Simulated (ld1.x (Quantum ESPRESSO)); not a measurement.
An all-electron radial function and its pseudo partner (Ho (Z = 67))

Columns: radius, all-electron u(r) and pseudo u(r) of the 5d shell (level -2.09 eV) of holmium in the configuration [Kr] 4d10 4f11 5s2 5p6 5d0 6s1 6p1; PBE, scalar-relativistic, PAW scheme, ld1.x (Quantum ESPRESSO) 7.5.

```
r (bohr)  all-electron  pseudo
   0.192        0.0889  0.0007
   0.385       -0.1981  0.0059
   0.578       -0.1636  0.0192
   0.770        0.0247  0.0430
   0.962        0.2121  0.0785
   1.155        0.3565  0.1252
   1.348        0.4547  0.1806
   1.540        0.5154  0.2409
   1.732        0.5488  0.3019
   1.925        0.5629  0.3595
   2.118        0.5639  0.4092
   2.310        0.5563  0.4479
   2.502        0.5431  0.4739
   2.695        0.5264  0.4873
   2.888        0.5077  0.4889
   3.080        0.4881  0.4810
   3.272        0.4684  0.4667
   3.465        0.4487  0.4486
   3.658        0.4292  0.4292
   3.850        0.4100  0.4100
   4.043        0.3909  0.3909
   4.235        0.3722  0.3722
   4.428        0.3537  0.3537
   4.620        0.3357  0.3357
   4.812        0.3180  0.3180
   5.005        0.3008  0.3008
```

**Question.** How many radial nodes do the two functions have?

**Answer.** The all-electron 5d function has n − l − 1 = 2; the pseudo-wave has 0, since the states of the same l below it are removed with the core.

**Question.** At about which radius was the pseudo-wave matched?

**Answer.** 3.85 bohr. The columns agree to 0.0005 from 3.46 bohr on; several derivatives are matched, so the curves merge somewhat inside the radius.

**Question.** Is the pseudo-wave norm-conserving?

**Answer.** No, it belongs to a PAW set: the norm inside the radius is not constrained, and the difference is carried by the augmentation charge.
